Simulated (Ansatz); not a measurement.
C2H5F3Si (`C[SiH2]C(F)(F)F`). Total charge 0; spin multiplicity 1.

| atom | x (Å) | y (Å) | z (Å) |
| --- | --- | --- | --- |
| C1 | 0.039 | -0.693 | 1.442 |
| Si2 | -0.787 | -0.104 | -0.117 |
| C3 | 0.555 | 0.717 | -1.241 |
| F4 | 1.149 | 1.763 | -0.631 |
| F5 | 0.054 | 1.178 | -2.400 |
| F6 | 1.539 | -0.148 | -1.560 |
| H7 | -0.687 | -1.167 | 2.106 |
| H8 | 0.496 | 0.143 | 1.974 |
| H9 | 0.818 | -1.423 | 1.211 |
| H10 | -1.368 | -1.209 | -0.916 |
| H11 | -1.808 | 0.943 | 0.131 |

Question: List the harmonic frequencies (cm⁻¹, unscaled) at PBE0-D4/def2-TZVP in Ansatz. (Best estimate.)

Answer: Ansatz gave: 56, 125, 145, 218, 272, 400, 480, 520, 521, 669, 691, 739, 756, 882, 887, 942, 1121, 1132, 1234, 1283, 1448, 1450, 2245, 2253, 3058, 3145, 3148.

Question: Is this a minimum?

Answer: Yes, all 27 modes are real.

Question: Give the ideal-gas thermochemistry at 298.15 K and 1 bar (rigid rotor, harmonic oscillator; point group Cs, symmetry number 1).

Answer: Zero-point energy 178.4 kJ/mol; H(298) − E = 200.9 kJ/mol; entropy 360.6 J/(mol·K), of which translation 167.9, rotation 114.9, vibration 77.8; G(298) − E = 93.4 kJ/mol. Modes under 100 cm⁻¹ are hindered rotations or soft bends, so the harmonic entropy is rough.

Question: Rotational constants (cm⁻¹)?

Answer: 0.1428, 0.06511, 0.0604.
